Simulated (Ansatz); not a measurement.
Z-matrix (Å, degrees):
```
Si
O 1 1.654
B 1 2.006 2 115.5
H 1 1.500 2 109.8 3 120.2
H 1 1.487 2 105.4 3 -123.1
C 2 1.419 1 120.7 3 -59.7
H 3 1.197 1 118.7 2 -172.3
H 3 1.196 1 124.3 2 8.9
Si 6 1.889 2 108.8 1 175.2
H 6 1.100 2 110.9 1 -63.9
H 6 1.100 2 111.2 1 54.5
H 9 1.485 6 109.9 2 -60.6
H 9 1.489 6 108.8 2 179.8
H 9 1.485 6 110.0 2 60.1
```

Total charge 0; spin multiplicity 1.

List the r2SCAN/def2-TZVPP orbital energies in eV (the Gaussian-basis code of Ansatz). (Estimate.)

The calculation gave: Occupied: -1791.17, -1790.80, -515.90, -274.43, -180.94, -141.59, -141.30, -96.48, -96.44, -96.41, -96.16, -96.15, -96.15, -26.73, -17.87, -14.35, -13.49, -12.82, -11.78, -11.10, -10.35, -9.01, -8.78, -8.68, -8.53, -8.01, -7.13, -6.73. Lowest empty: -3.18, -0.28, 0.36, 1.16, 1.22, 1.36, 1.76, 1.96.
